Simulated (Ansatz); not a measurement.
# Worked example: C2H8OSi + CH7ClSi2 → C2H10OSi2 + SiH2(CH3)Cl

Species: C2H8OSi `CO[SiH2]C`, singlet; CH7ClSi2 `[SiH3]C[SiH2]Cl`, singlet; C2H10OSi2 `CO[SiH](C)[SiH3]`, singlet; SiH2(CH3)Cl ((chlorosilyl)methane), singlet. The partners trade H for SiH3: Si–H and C–SiH3 bonds give way to Si–SiH3 and C–H.

Shapes, held fixed at every level: PBE0-D4/def2-TZVP. Flexible molecules stand in one conformer, not always the lowest. Programs: Ansatz 0.2.0. Electronic energies: no zero-point or thermal term.

At CCSD(T)/CBS estimate; 1 Eh = 2625.50 kJ/mol:

```
    species   energy (Eh)
    C2H8OSi   -445.208959
   CH7ClSi2  -1080.257373
  C2H10OSi2   -735.487108
SiH2(CH3)Cl   -789.976378
```

Problem. Work out ΔE of the reaction at this level.

Solution. 
1. Products less reactants: (-735.487108) + (-789.976378) − [(-445.208959) + (-1080.257373)] = 0.002846 Eh = +7.5 kJ/mol.

Other levels give -6.5 (PBE-D4/def2-TZVPP) to +14.1 kJ/mol (MP2/def2-TZVPP). No measured value is set beside it here. The CBS estimate extrapolates MP2 from def2-TZVPP and def2-QZVPP and adds CCSD(T) − MP2 in the triple-zeta set, cores frozen.
